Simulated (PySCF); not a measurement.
CsI, SMILES [I][Cs].

Geometry: PBE-D3(BJ)/def2-TZVPD. The def2 effective core potentials stand for the cores of Cs, I; spin–orbit coupling is left out.

These are CAM-B3LYP/def2-TZVPD (PySCF) values and carry that method's errors.

The molecule is in vacuum.

Question: Estimate the frontier levels, gap, dipole moment and polarisability. (Estimate from the structure and the level; the computed values follow.)

Answer: 
```
Item                                                                                                           Result
---------------------------------------------------------------------------------------------  ----------------------
highest occupied level                                                                                       -6.54 eV
lowest empty level                                                                                           -0.93 eV
orbital gap                                                                                                   5.61 eV
dipole moment                                                                                                 11.85 D
quadrupole, principal values (traceless, Buckingham form, about the centre of nuclear charge)  -0.98, -0.98, 1.96 D·Å
mean static polarisability                                                                      76.6 bohr³ (11.36 Å³)
polarisability, principal values                                                               65.7, 65.7, 98.5 bohr³
```
